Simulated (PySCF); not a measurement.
C₆H₁₃PS.
SMILES with atom numbers: `[CH2:1]=[C:2]([CH3:3])[P:4]([CH3:5])[CH2:6][S:7][CH3:8]` (hydrogens: H9, H10 on C1; H11, H12, H13 on C3; H14, H15, H16 on C5; H17, H18 on C6; H19, H20, H21 on C8)

The same species was optimised twice, with GFN2-xTB and with PBE0-D3(BJ)/def2-SVP (PySCF), and the same property calculations (PySCF, gas phase) were run on both structures.

```
     coordinate  GFN2-xTB  PBE0-D3(BJ)/def2-SVP  change
      C1=C2 (Å)     1.326                 1.340  +0.014
      S7–C8 (Å)     1.815                 1.804  -0.011
      C6–S7 (Å)     1.822                 1.811  -0.011
      P4–C6 (Å)     1.865                 1.858  -0.007
      C2–C3 (Å)     1.499                 1.503  +0.004
      C2–P4 (Å)     1.838                 1.838   0.000
      P4–C5 (Å)     1.851                 1.852  +0.001
   C2–P4–C6 (°)      99.2                 101.2    +2.0
   C5–P4–C6 (°)      97.4                  99.3    +1.9
   C2–P4–C5 (°)      99.2                 100.3    +1.1
   C6–S7–C8 (°)      98.3                  99.3    +1.0
   C1–C2–P4 (°)     123.3                 124.2    +0.9
   C3–C2–P4 (°)     114.6                 114.0    -0.6
   P4–C6–S7 (°)     109.6                 109.3    -0.3
   C1–C2–C3 (°)     121.9                 121.7    -0.2
C1–C2–P4–C5 (°)       132                   118     -14
C2–P4–C6–S7 (°)       164                   176     +12
P4–C6–S7–C8 (°)       168                  -171     +21
```

Rotational constants: A = 2917, B = 726.5, C = 622.3 MHz (GFN2-xTB) against A = 2938, B = 707.0, C = 619.2 MHz (PBE0-D3(BJ)/def2-SVP). Point groups within 0.08 Å: C1 and C1.

On the GFN2-xTB structure: HOMO (eV) -6.38 [PBE0/pcSseg-1]; LUMO (eV) 0.07 [PBE0/pcSseg-1]; dipole (D) 2.04 [PBE0/pcSseg-1]; GIAO shielding of C1 (ppm) 65.1 [PBE0/pcSseg-1]; GIAO shielding of C2 (ppm) 25.5 [PBE0/pcSseg-1]; GIAO shielding of C3 (ppm) 161.9 [PBE0/pcSseg-1]; GIAO shielding of P4 (ppm) 368.4 [PBE0/pcSseg-1]; GIAO shielding of C5 (ppm) 172.8 [PBE0/pcSseg-1]; GIAO shielding of C6 (ppm) 144.8 [PBE0/pcSseg-1]; GIAO shielding of S7 (ppm) 571.0 [PBE0/pcSseg-1]; GIAO shielding of C8 (ppm) 162.5 [PBE0/pcSseg-1].

Question: What do these properties become on the PBE0-D3(BJ)/def2-SVP structure?

Answer: 
```
                                    property          level  on GFN2-xTB  on PBE0-D3(BJ)/def2-SVP  change
                                   HOMO (eV)  PBE0/pcSseg-1        -6.38                    -6.38    0.00
                                   LUMO (eV)  PBE0/pcSseg-1         0.07                    -0.05   -0.12
                                  dipole (D)  PBE0/pcSseg-1         2.04                     2.33   +0.29
energy, GFN2-xTB geometry as zero (kcal/mol)  PBE0/pcSseg-1          0.0                     -1.4    -1.4
                  GIAO shielding of C1 (ppm)  PBE0/pcSseg-1         65.1                     62.5    -2.6
                  GIAO shielding of C2 (ppm)  PBE0/pcSseg-1         25.5                     24.3    -1.2
                  GIAO shielding of C3 (ppm)  PBE0/pcSseg-1        161.9                    159.2    -2.7
                  GIAO shielding of P4 (ppm)  PBE0/pcSseg-1        368.4                    362.9    -5.5
                  GIAO shielding of C5 (ppm)  PBE0/pcSseg-1        172.8                    170.1    -2.7
                  GIAO shielding of C6 (ppm)  PBE0/pcSseg-1        144.8                    145.2    +0.4
                  GIAO shielding of S7 (ppm)  PBE0/pcSseg-1        571.0                    579.0    +8.0
                  GIAO shielding of C8 (ppm)  PBE0/pcSseg-1        162.5                    161.3    -1.2
```

The heavy atoms differ by 0.188 Å rms after alignment. Among bonds between heavy atoms C1=C2 changes most (+0.014 Å). Changes are differences of the printed values. Neither structure is proved a minimum here.

Conformer computed: `[CH2:1]=[C:2]([CH3:3])[P:4]([CH3:5])[CH2:6][S:7][CH3:8]`: C1–C2–P4–C5 118°, C2–P4–C6–S7 176°, P4–C6–S7–C8 -171°.
